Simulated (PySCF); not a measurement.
Can point charges reproduce the dipole moment of `C1(c2ccccc2)CC1`?

Coordinates (PBE0-D3(BJ)/def2-SVP, Å) and charges (e) from the PBE0/pcSseg-1 density (PySCF):

```csv
atom,x,y,z,Mulliken,IAO,Hirshfeld,ESP-fitted
C1,2.761,-0.031,-0.195,-0.0844,-0.1606,-0.0570,-0.1479
C2,2.165,1.086,-0.776,-0.0859,-0.1468,-0.0509,-0.1451
C3,0.781,1.238,-0.746,-0.0438,-0.1595,-0.0558,-0.2130
C4,-0.039,0.280,-0.137,-0.1090,+0.0148,+0.0077,+0.2044
C5,-1.512,0.474,-0.124,-0.2190,-0.1342,-0.0410,-0.2514
C6,-2.351,0.038,1.051,-0.1840,-0.2806,-0.0867,-0.2892
C7,-2.459,-0.693,-0.245,-0.1840,-0.2806,-0.0866,-0.2875
C8,0.574,-0.840,0.444,-0.0979,-0.1655,-0.0542,-0.1785
C9,1.957,-0.994,0.416,-0.0811,-0.1452,-0.0508,-0.1864
H10,3.846,-0.152,-0.217,+0.0929,+0.1489,+0.0482,+0.1418
H11,2.783,1.848,-1.259,+0.0944,+0.1496,+0.0493,+0.1454
H12,0.321,2.118,-1.205,+0.0759,+0.1428,+0.0459,+0.1312
H13,-1.833,1.397,-0.617,+0.0986,+0.1418,+0.0471,+0.1795
H14,-3.175,0.687,1.358,+0.1362,+0.1488,+0.0496,+0.1586
H15,-1.830,-0.447,1.881,+0.1418,+0.1449,+0.0454,+0.1298
H16,-2.014,-1.689,-0.320,+0.1418,+0.1450,+0.0455,+0.1300
H17,-3.360,-0.559,-0.850,+0.1362,+0.1488,+0.0496,+0.1574
H18,-0.036,-1.608,0.929,+0.0792,+0.1384,+0.0459,+0.1730
H19,2.412,-1.875,0.876,+0.0920,+0.1491,+0.0490,+0.1480
```

Question: Form Σ q r in debye for every column and set it beside the full dipole.

Answer: The full density gives (-0.55, 0.05, 0.02) D, 0.55 D in size; dipole vectors point from the negative to the positive end.

```
    scheme     μx     μy    μz  size (D)  share of the full size (%)  angle to the full dipole (°)
  Mulliken  -0.96  -0.59  0.41      1.20                         218                            40
       IAO  -0.54   0.08  0.00      0.55                         100                             4
 Hirshfeld  -0.45   0.01  0.03      0.45                          83                             4
ESP-fitted  -0.55   0.04  0.02      0.55                         100                             1
```

Question: Which set comes closest?

Answer: Length of the difference vector: ESP-fitted 0.01 D, IAO 0.04 D, Hirshfeld 0.10 D, Mulliken 0.86 D. Closest: ESP-fitted. ESP charges are fitted to the potential around the molecule, whose slowest-falling term is the dipole's. The schemes that divide the density aren't constrained to reproduce the dipole.

Question: What is left for the Hirshfeld atoms' own dipoles?

Answer: The Hirshfeld atoms' densities add up to the full density, so μ = Σ q r + Σ (atomic dipoles). The atomic dipoles sum to (-0.55, 0.05, 0.02) − (-0.45, 0.01, 0.03) = (-0.10, 0.04, -0.01) D, 0.10 D in size.

Question: With the origin at the mean of the coordinates, (-0.053, 0.015, 0.014) Å, which are the largest single terms, by size, of the ESP-fitted dipole along the direction of the full one?

Answer: C6 -3.23, C7 -3.21, H10 -2.66, H14 +2.45, H17 +2.43 D; all 19 atoms together +0.55 D. The single terms depend on the origin, their sum doesn't.

Question: Give the size of the full dipole in other units.

Answer: 0.55 D = 0.217 au = 0.115 e·Å = 1.84 × 10⁻³⁰ C·m.

One conformer (not necessarily the lowest) at the PBE0-D3(BJ)/def2-SVP geometry, without solvent, vibrations or thermal averaging.

The run behind these numbers computed NMR shieldings as well. Time: 34 s of wall time. Hardware: Arm Neoverse V2, one thread, shared host.

The values belong to the conformer `[cH:1]1[cH:2][cH:3][c:4]([CH:5]2[CH2:6][CH2:7]2)[cH:8][cH:9]1`: C3–C4–C5–C6 -145°.
